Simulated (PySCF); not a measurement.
SeF4: core ionisation energies

Species: selenium tetrafluoride, SeF4.
Numbering: `[F:1][Se:2]([F:3])([F:4])[F:5]`

Computed with delta-SCF UKS SCAN, pcX-2 on the ionised atom, pcseg-1 elsewhere, spin-free X2C (PySCF 2.14.0). Vertical ΔSCF values, vacuum level as zero.

Q: List the computed XPS lines with their assignment.

A: 
```
atom(s)  bonded to  level  binding energy (eV)  above the level's lowest (eV)  count
  F3/F5         Se   F 1s               692.19                           0.00      2
  F1/F4         Se   F 1s               693.83                          +1.64      2
```

The listed F 1s values span 1.64 eV, from F3/F5 (bonded to Se) to F1/F4 (bonded to Se). Summing the Pauling electronegativity differences to the bonded atoms, each weighted by its formal bond order, gives -1.43 for the lowest site and -1.43 for the highest; the sum is the same at every site.

Q: Which photon wavelength matches the F 1s of F3/F5 threshold?

A: λ = hc/E = 12398.42 eV Å / 692.19 eV = 17.912 Å.

Atoms equivalent by their bonding share one computed value, that of the first of them. No level of selenium is listed. Geometry: PBE0-D3(BJ)/def2-SVP; no solvent, vibrations or thermal averaging.
